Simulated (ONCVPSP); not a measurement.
# Configuration tests for magnesium (ONCV)

ONCVPSP 4.0.1 input, shortened (lines: element, Z, core and valence counts, functional; n l f; lmax; l rc ep ncon nbas qcut; lloc lpopt rc5 dvloc0; l nproj debl; icmod fcfact rcfact), PBEsol, scalar-relativistic:

```
  Mg 12.00    1    3  -116133      upf
    1    0    2.00
    2    0    2.00
    2    1    6.00
    3    0    1.00
    1
    0    1.45    0.00    4    8    8.60
    1    1.05    0.00    4    8   10.30
    4    1    0.95    0.00
    0    2    2.00
    1    2    3.30
    3    5.00    1.40
```

Energies are relative to the spin-unpolarised reference configuration 2s2 2p6 3s1; without spin polarisation the order of configurations can differ from experiment.

```tsv
valence configuration	charge	ΔE all-electron (eV)	error AE − PS (meV)
2s2 2p6 3s0	+2	14.816	-1.1
2s2 2p6 3s1.5	+0.5	-4.792	0.0
```

Task: What are ΔE and the potential's error for 2s2 2p6 3s2?

Result: ΔE = -7.921 eV all-electron; the error (AE − PS) is -0.1 meV.

Task: What are ΔE and the potential's error for 2s2 2p6 3s0 3p1?

Result: ΔE = 4.310 eV all-electron; the error (AE − PS) is -0.4 meV.

Levels in the configuration 2s2 2p6 3s2:

| level | all-electron (eV) | pseudo (eV) |
| --- | --- | --- |
| 2s | -79.593 | -79.578 |
| 2p | -46.551 | -46.548 |
| 3s | -4.679 | -4.679 |
